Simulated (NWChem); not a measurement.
System: C2H4BFO2; SMILES COB(F)C=O

NWChem input:

```
start job
memory heap 200 mb stack 900 mb global 1100 mb
geometry units angstroms noautoz
  C     -1.968325     0.219303     0.000831
  O     -0.759400     0.987362     0.000537
  B      0.483472     0.496792     0.000112
  F      1.493436     1.371689    -0.000627
  C      0.926901    -1.056761     0.000618
  O      0.160250    -2.007182     0.000515
  H     -1.763580    -0.851457     0.002145
  H     -2.541711     0.495202    -0.888908
  H     -2.542554     0.497362     0.889340
  H      2.026815    -1.251187     0.001106
end
basis spherical
  * library def2-tzvp
end
dft
  xc slater vwn_5
  iterations 150
  semidirect filesize 400000000
  mulliken
end
task dft energy
```

The geometry was optimised at B3LYP/6-31G* (spherical d).

Q: Give the results of this calculation. (LDA (Slater exchange, VWN5)/def2-TZVP.) Quantities: energy (Ha); highest occupied level (eV); orbital gap (eV); dipole (D).

A: The energy (Ha) is -351.29 and the highest occupied level (eV) comes out as -5.96. The orbital gap (eV) is 2.22. The dipole (D) is 1.04.
